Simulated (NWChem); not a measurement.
# H$_{3}$O$_{2}$ (+1)

```xyz
5

O     -0.6509     0.4324     0.0000
O      0.5529    -0.3693     0.0000
H     -1.3383    -0.2763     0.0000
H      1.0613    -0.1146     0.8131
H      1.0613    -0.1146    -0.8131
```
Charge +1, spin multiplicity 1.

Program: NWChem. Structure: optimised with B3LYP/def2-SVP, a minimum by its harmonic frequencies. It is one conformer; others weren't searched.

Symmetry labels belong to the abelian group Cs used in the runs, with the axes of the coordinates shown.

B3LYP has NWChem's definition, with VWN1-RPA local correlation. The structure started from a generated list of species.

Q: List the lowest 6 singlet excitations that TD-B3LYP/aug-cc-pVDZ, VWN1-RPA local correlation gives, with oscillator strengths.

A: 
| state | symmetry | energy (eV) | wavelength (nm) | f |
|---|---|---|---|---|
| 1 | a" | 5.72 | 217 | 0.000 |
| 2 | a' | 7.68 | 162 | 0.024 |
| 3 | a" | 8.81 | 141 | 0.001 |
| 4 | a' | 10.12 | 123 | 0.002 |
| 5 | a" | 10.53 | 118 | 0.018 |
| 6 | a' | 10.73 | 116 | 0.020 |
